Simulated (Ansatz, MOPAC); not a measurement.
System: H$_{2}$Se, net charge 0, singlet state. SMILES: [SeH2]
Structure (B3LYP-D3(BJ)/def2-TZVP (Ansatz, a quantum-chemistry and plane-wave program) minimum search):
```xyz
3

Se    -0.0012     0.0571     0.0009
H     -1.0300    -0.9935    -0.0128
H      1.0722    -0.9476    -0.0191
```
Charge 0, spin multiplicity 1.

Quantity: size of the dipole moment, in D. Terms: six Cartesian d functions in 6-31G* and its kin unless marked 5d; no dispersion term unless named; LANL2DZ with its own core potentials from Na on; no spin-orbit coupling; non-relativistic. First-principles rows: single points at B3LYP-D3(BJ) geometries (Ansatz). Semi-empirical rows: dipoles at the shared geometry.

```tsv
level	program	size of the dipole moment (D)
PM3	MOPAC	1.32
PBE/STO-3G	Ansatz	1.46
PBE/3-21G	Ansatz	1.24
PBE/6-31G*	Ansatz	1.06
PBE/6-31G* with LANL2DZ past Ar	Ansatz	1.29
BLYP/6-31G*	Ansatz	0.99
B3LYP/3-21G	Ansatz	1.15
B3LYP/6-31G*	Ansatz	1.01
B3LYP/def2-SVP	Ansatz	0.85
B3LYP/6-31G* with LANL2DZ past Ar	Ansatz	1.21
```

No value to compare with is used here. The 10 habitual levels span 0.85 (B3LYP/def2-SVP) to 1.46 D (PBE/STO-3G).

The levels are drawn from those run, B3LYP/6-31G* more often than the rest, none by its result; runs whose electronic state is in doubt are left out.
